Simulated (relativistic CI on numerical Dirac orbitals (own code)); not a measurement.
**Crystal-field levels of Ho⁴⁺, 4f9**

Calculated by Dirac-Coulomb-Breit CI, separate exchange-only KLI orbitals for each configuration, a model potential for QED, one configuration in a parametric crystal field, unscaled Slater integrals (own radial code).

Field parameters in Wybourne normalisation; cubic f-shell fields have B⁴₄ = √(5/14) B⁴₀ and B⁶₄ = −√(7/2) B⁶₀. The field is a parameter set, without covalency.

S and J are read from ⟨S²⟩ = S(S + 1) and ⟨J²⟩ = J(J + 1) of each level; they are not fictitious spins.

Oh, B40 = 3540, B60 = 990 cm⁻¹, the lowest 10 levels:

| E (cm⁻¹) | Degeneracy | Irrep | S | J |
| --- | --- | --- | --- | --- |
| 0.0 | 2 | Γ6 | 2.45 | 7.49 |
| 72.1 | 4 | Γ8 | 2.45 | 7.48 |
| 206 | 2 | Γ7 | 2.45 | 7.48 |
| 813 | 4 | Γ8 | 2.45 | 7.49 |
| 902 | 4 | Γ8 | 2.45 | 7.48 |
| 4446 | 2 | Γ7 | 2.47 | 6.50 |
| 4452 | 4 | Γ8 | 2.47 | 6.48 |
| 4670 | 2 | Γ7 | 2.47 | 6.46 |
| 4689 | 4 | Γ8 | 2.47 | 6.48 |
| 4805 | 2 | Γ6 | 2.47 | 6.50 |

Principal g values of the ground doublet: 6.59, 6.59, 6.59.

Oh, B40 = 2170, B60 = 1060 cm⁻¹, the lowest 10 levels:

| E (cm⁻¹) | Degeneracy | Irrep | S | J |
| --- | --- | --- | --- | --- |
| 0.0 | 2 | Γ6 | 2.45 | 7.49 |
| 34.7 | 4 | Γ8 | 2.45 | 7.49 |
| 42.5 | 2 | Γ7 | 2.45 | 7.49 |
| 597 | 4 | Γ8 | 2.45 | 7.49 |
| 613 | 4 | Γ8 | 2.45 | 7.49 |
| 4278 | 2 | Γ7 | 2.47 | 6.50 |
| 4338 | 4 | Γ8 | 2.47 | 6.48 |
| 4525 | 4 | Γ8 | 2.47 | 6.49 |
| 4570 | 2 | Γ6 | 2.47 | 6.50 |
| 4575 | 2 | Γ7 | 2.47 | 6.48 |

Principal g values of the ground doublet: 6.59, 6.59, 6.59.

The next free-ion level lies 4122 cm⁻¹ above the lowest; the field splits the ground level into components whose J stays near 15/2 as long as their spread is small against that gap.

Levels of this model without a field, named by their leading LS term: 6H°_15/2 0, 6H°_13/2 4122, 6H°_11/2 6979, 6H°_9/2 9194, 6F°_11/2 10805, 6H°_7/2 10912, 6H°_5/2 12190, 6F°_9/2 12310 cm⁻¹.
